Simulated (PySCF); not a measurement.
C8H10N2Si.
Cartesian coordinates in Å at the PBE0-D3(BJ)/def2-SVP level; atoms count from 1:
```xyz
21
C8H10N2Si angstrom
C      2.9392   -1.1525    1.4368
C      2.5806   -0.3308    0.6238
C      2.1358    0.6438   -0.3662
C      0.6933    0.4537   -0.7915
C      0.3947    0.1548   -2.0661
C     -0.3007    0.6361    0.2598
C     -0.2522    1.4192    1.3970
N     -1.4127    1.3258    2.1048
C     -2.1562    0.4880    1.4331
N     -1.5487    0.0194    0.2931
Si    -2.2019   -1.3144   -0.6965
H      3.2573   -1.8719    2.1684
H      2.2608    1.6602    0.0479
H      2.7863    0.5941   -1.2533
H      1.1828   -0.0088   -2.8048
H     -0.6352    0.0937   -2.4254
H      0.5692    2.0533    1.7287
H     -3.1552    0.1593    1.7235
H     -3.3395   -1.8366    0.1091
H     -1.1537   -2.3477   -0.8951
H     -2.7082   -0.8233   -2.0081
```

All values: PBE0/pcSseg-1 (PySCF, non-relativistic), on one gas-phase PBE0-D3(BJ)/def2-SVP geometry that isn't relaxed in the solvent. The solvent is an IEF-PCM continuum (cavity from Bondi-type radii × 1.2). Only the electrostatic response of the medium enters.

```
run  E − E(gas) (kcal/mol)  HOMO (eV)  HOMO–LUMO gap (eV)  dipole (D)
gas                   0.00      -6.41                5.50        3.16
  P                  -9.15      -6.48                5.59        4.37
  Q                  -3.62      -6.41                5.53        3.63
```

Question: The runs were made in acetone and cyclohexane. Which run belongs to which solvent?

Answer: P = acetone, Q = cyclohexane. The dielectric constants are 2.017 (cyclohexane), 20.49 (acetone), and the energy falls further as ε rises. In this model the ground state sees the solvent through ε alone.

Question: How constant is the ratio of the lowering to (ε − 1)/(2ε + 1)?

Answer: 
| solvent | (ε − 1)/(2ε + 1) | E − E(gas) (kcal/mol) | ratio (kcal/mol) | polarisation term (kcal/mol) |
| --- | --- | --- | --- | --- |
| cyclohexane | 0.202 | -3.62 | -17.9 | -3.86 |
| acetone | 0.464 | -9.15 | -19.7 | -10.73 |

The ratio changes by +9.9 % in size from cyclohexane to acetone. The polarisation term is half the interaction of the solute with the induced surface charges.
